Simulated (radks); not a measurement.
The numbers below are computed, except where a source is named.
The chlorine anion Cl-, [Ar], held by a Watson sphere: a shell of charge +0.7 at radius R that stands for the Madelung well of a crystal (potential energy -0.7/R inside, -0.7/r outside, in hartree with lengths in bohr). Level of theory: non-relativistic Kohn-Sham, LB94 model potential, spin-polarised, spherical densities, point nucleus (a radial shooting solver on a logarithmic mesh with Libxc functionals). Response by self-consistent Sternheimer equations with the Hartree and adiabatic LDA kernel. The sphere does not respond.

\begin{tabular}{lrrrrrrr}
R (bohr) & e(2p) (eV) & e(3s) (eV) & e(3p) (eV) & <r> 3p (bohr) & sum of <r^2> (bohr^2) & X-ray form factor at sin(theta)/lambda = 0.2 1/angstrom & alpha (bohr^3) \\ \hline
1.84 & -202.89 & -22.479 & -10.967 & 1.888 & 33.29 & 12.207 & 19.04 \\
1.94 & -202.85 & -22.326 & -10.855 & 1.898 & 33.60 & 12.185 & 19.52 \\
3.23 & -201.85 & -20.562 & -9.272 & 1.979 & 36.44 & 12.056 & 25.88 \\
3.57 & -201.53 & -20.182 & -8.896 & 1.990 & 36.86 & 12.049 & 27.30 \\
4.37 & -200.83 & -19.424 & -8.138 & 2.004 & 37.47 & 12.042 & 29.87 \\
\end{tabular}
